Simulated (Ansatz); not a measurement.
Relaxation of ClF$_{4}$HW (7 atoms, charge 0, multiplicity 1), to a largest force component of 0.03 eV/Å in at most 50 steps.

Method: RKS PBE0/def2-SVP (Ansatz).

```xyz
7
Properties=species:S:1:pos:R:3
W -0.574 -0.003 -0.348
H 1.571 0.003 1.640
F 2.182 -0.002 0.948
F -0.429 1.798 -0.023
F -2.345 0.001 0.165
F -0.434 -1.803 -0.019
Cl 0.839 0.006 -2.093
```

Problem. Where does it end, and by what steps?

Solution. The forces met the threshold. After 13 steps the energy has fallen by 0.067 eV; F3 moved furthest, 0.49 Å. Joined: W1–F3 (3.05 → 2.44 Å).

```csv
step,energy less start (eV),largest force component (eV/Å),accepted
0,0.0000,0.150,yes
1,0.0418,2.229,no
2,-0.0090,0.608,yes
3,-0.0179,0.802,yes
4,-0.0276,0.858,yes
5,-0.0149,0.799,no
6,-0.0371,0.083,yes
7,-0.0385,0.068,yes
8,-0.0499,0.204,yes
9,-0.0572,0.162,yes
10,-0.0663,0.062,yes
11,-0.0664,0.141,yes
12,-0.0673,0.073,yes
13,-0.0674,0.018,yes
```

```xyz
7
Properties=species:S:1:pos:R:3
W -0.484 0.000 -0.202
H 1.703 0.000 1.571
F 1.800 0.000 0.645
F -0.400 1.798 0.183
F -2.333 0.000 -0.112
F -0.399 -1.798 0.183
Cl 0.924 0.000 -1.998
```

Run time: 61 s on 2 threads of Arm Neoverse V1, with other jobs on the host, peak memory 0.26 GiB.
